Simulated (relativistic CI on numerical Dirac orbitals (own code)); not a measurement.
## Au VI: sensitivity of the levels to the model

Base calculation: Dirac-Coulomb-Breit CI, KLI orbitals optimised for each configuration, QED by a radiative potential, valence Slater integrals scaled by 0.85, P86 correlation energy added to each configuration.

CI space (outside the closed core [Kr] 4d10 4f14): 5s²5p⁶5d⁶, 5s²5p⁶5d⁵6s, 5s²5p⁶5d⁵5f, 5s²5p⁶5d⁵6p, 5s²5p⁶5d⁵5g, 5s²5p⁵5d⁷, 5s²5p⁶5d⁵6d, 5s²5p⁶5d⁵7s, 5s²5p⁶5d⁴6s6p, 5s²5p⁶5d⁵7p, 5s²5p⁶5d⁵6f, 5s²5p⁶5d⁵7d, 5s²5p⁶5d⁵8s, 5s²5p⁶5d⁵8p, 5s²5p⁶5d⁴5f6s, 5s²5p⁶5d⁵7f, 5s5p⁶5d⁷, 5s²5p⁶5d⁴6p6d, 5s²5p⁶5d⁴6s², 5s²5p⁶5d³5f6s², 5s²5p⁶5d³6s²6p, 5s²5p⁶5d³5g6s², 5s²5p⁶5d³6s²6d. Double excitations out of closed p, d and f shells are left out; levels of such configurations are missing from the list, as are those of other unlisted configurations, and high levels can miss mixing partners.

Variants: (1) valence Slater integrals scaled by 0.75; (2) no correlation estimate; (3) Breit term removed; (4) non-relativistic limit. Shifts of the energy above 5s²5p⁶5d⁶ ⁵D4, in cm⁻¹, for the lowest level and the first level of each name with at least 55 % of one term (blank where a level changes its place among those of its configuration and J or its character, or is not in the variant):

```csv
Level,Base,Δ(1),Δ(2),Δ(3),Δ(4)
5s²5p⁶5d⁶ ⁵D4,0.0,0.0,0.0,0.0,0.0
5s²5p⁶5d⁶ ⁵D3,9093.9,+372.8,-4.0,+270.3,-9093.9
5s²5p⁶5d⁶ ⁵D0,12278.7,-392.1,-9.1,+195.4,-12278.7
5s²5p⁶5d⁶ ⁵D1,12555.2,+95.3,-6.7,+285.4,-12555.2
5s²5p⁶5d⁶ ³H6,23664.9,-1645.7,+9.1,+279.0,-5607.2
5s²5p⁶5d⁶ ³F2,28329.7,-1604.8,-8.5,+308.7,-8199.8
5s²5p⁶5d⁶ ¹S0,33783.4,-1733.3,-33.9,+409.1,
5s²5p⁶5d⁶ ³D1,35438.6,-2274.0,-33.3,+359.9,
5s²5p⁶5d⁶ ³D2,36676.1,-2405.2,-26.1,+375.6,-8897.4
5s²5p⁶5d⁶ ³D3,39316.6,-2276.1,-30.5,+464.9,
5s²5p⁶5d⁶ ³P0,42150.3,-4106.9,-22.3,+169.2,
5s²5p⁶5d⁶ ¹I6,42859.1,-2285.1,+7.8,+611.4,-15683.1
5s²5p⁶5d⁶ ¹F3,45056.0,-3761.2,-20.5,+304.4,-6229.9
5s²5p⁶5d⁶ ³P1,46567.6,-1806.5,-17.6,+727.5,
5s²5p⁶5d⁶ ¹G4,49876.5,-2720.5,-22.0,+662.8,-21262.3
5s²5p⁶5d⁶ ³F4,60309.7,-4004.0,-17.3,+645.6,
5s²5p⁶5d⁶ ³P2,69333.8,-3957.3,-28.7,+844.8,
5s²5p⁶5d⁵6s ⁷S3,106268.7,+3083.6,-4475.9,-83.2,+51222.2
5s²5p⁶5d⁵6s ⁵G4,136531.0,-386.3,-4475.3,-57.1,+50744.6
5s²5p⁶5d⁵6s ⁵G6,137785.9,-282.5,-4477.9,+29.0,+49489.8
5s²5p⁶5d⁵6s ⁵G5,138617.9,-241.1,-4478.2,+38.9,+48657.7
5s²5p⁶5d⁵6s ⁵D4,145047.6,-527.8,-4476.6,+116.8,+48234.2
```

At this charge configurations can still be misplaced by up to about 7 % of their energy. Levels and lines within the n = 5 or 6 shells can be off by up to 10 % or somewhat more, and those that change n by about 2 %, since core polarisation is missing.

Ionisation energy from the two ground configurations alone: base 76.48 eV; valence Slater integrals scaled by 0.75 76.71 eV; no correlation estimate 75.03 eV. The NIST ASD value (theoretical) is 74 eV. The gap of more than 2 % comes from missing correlation, or from a tabulated value that is itself an estimate.

LS names give the leading component of a level, which can be under half, so a name can repeat, a term be missing and a line seem to break the LS rules.
